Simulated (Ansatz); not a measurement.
Species: C3H4O, charge 0, singlet. C3H4O (SMILES C#CCO).
B3LYP-D3(BJ)/def2-TZVP minimum from Ansatz (a first-principles code):
```xyz
8

C      1.9165    -0.0504    -0.1660
C      0.7505    -0.2424     0.0420
C     -0.6727    -0.4318     0.3116
O     -1.4929     0.5840    -0.2542
H      2.9487     0.1100    -0.3594
H     -0.8259    -0.5046     1.3955
H     -1.0125    -1.3707    -0.1287
H     -1.1322     1.4407     0.0008
```
Charge 0, spin multiplicity 1.

Total energies in hartree (Ansatz). UHF or UKS for unpaired electrons; spin-orbit terms are left out. Correlated methods leave the cores frozen. No relativity. For partners of very few electrons the exact lower level stands in for a higher one.

```csv
species,HF/cc-pVTZ,CCSD(T)/cc-pVTZ,HF/cc-pVQZ,CCSD(T)/cc-pVQZ,CCSD(T)/cc-pVDZ,CCSDT(Q)/cc-pVDZ
1: C3H4O (SMILES C#CCO),-190.78520,-191.55103,-190.79901,-191.60940,-191.35174,-191.35423
2: C (triplet),-37.69157,-37.78076,-37.69331,-37.78654,-37.76038,-37.76071
3: O (triplet),-74.81176,-74.97396,-74.81729,-74.99357,-74.90995,-74.91013
4: H (doublet),-0.49981,-0.49981,-0.49995,-0.49995,-0.49928,-0.49928
```

Work out the atomisation energy (electronic, to ground-state atoms) in kcal/mol: take Hartree-Fock from cc-pVQZ, extrapolate the CCSD(T) correlation energy as X^-3 (X = 3, 4), and add CCSDT(Q) - CCSD(T) in cc-pVDZ. 1 hartree = 627.51 kcal/mol.


Species 1: correlation (64·(-0.81039) - 27·(-0.76583))/37 = -0.84291; step -0.00249; E1 = -190.79901 + (-0.84291) + (-0.00249) = -191.64441
Species 2: correlation (64·(-0.09323) - 27·(-0.08919))/37 = -0.09618; step -0.00033; E2 = -37.69331 + (-0.09618) + (-0.00033) = -37.78982
Species 3: correlation (64·(-0.17628) - 27·(-0.16220))/37 = -0.18655; step -0.00018; E3 = -74.81729 + (-0.18655) + (-0.00018) = -75.00402
Species 4: correlation (64·(0.00000) - 27·(0.00000))/37 = 0.00000; step +0.00000; E4 = -0.49995 + (0.00000) + (+0.00000) = -0.49995
-1·E1 +3·E2 +1·E3 +4·E4 = 1.27113 hartree = 797.6 kcal/mol.
